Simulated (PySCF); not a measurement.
**Te: excitation energy**

Te [Kr] 4d10 5s2 5p4 (3P) → Te [Kr] 4d10 5s1 5p4 6s1 (5P), as a difference of total energies. Calculation: PySCF 2.14, in aug-cc-pVTZ-PP with ECP28MDF (6s5p4d2f, 55 functions); a scalar-relativistic core potential. Correlated levels: valence: 4s2 4p6 4d10 frozen. The calculations carry no spin-orbit coupling.

```json
{"method": "UHF", "excitation energy (eV)": "13.952"}
{"method": "LDA", "excitation energy (eV)": "15.202"}
{"method": "PBE", "excitation energy (eV)": "14.889"}
{"method": "PBE0", "excitation energy (eV)": "14.905"}
{"method": "r2SCAN", "excitation energy (eV)": "14.870"}
{"method": "r2SCAN0", "excitation energy (eV)": "14.857"}
{"method": "B97-3", "excitation energy (eV)": "15.128"}
{"method": "PBEsol", "excitation energy (eV)": "14.933"}
{"method": "wB97X", "excitation energy (eV)": "15.809"}
{"method": "MP2 (valence)", "excitation energy (eV)": "14.096"}
{"method": "SCS-MP2 (valence)", "excitation energy (eV)": "14.240"}
```

How much does correlation contribute at MP2 (valence)?

14.096 − (13.952) = 0.144 eV, measured against UHF.

The upper state lies above the first ionisation limit, where it may autoionise and the basis confines it. A Rydberg-like electron needs more diffuse functions than a valence basis has.

The promoted electron is Rydberg-like, and one or two diffuse shells describe it only roughly, which tends to raise the upper state.
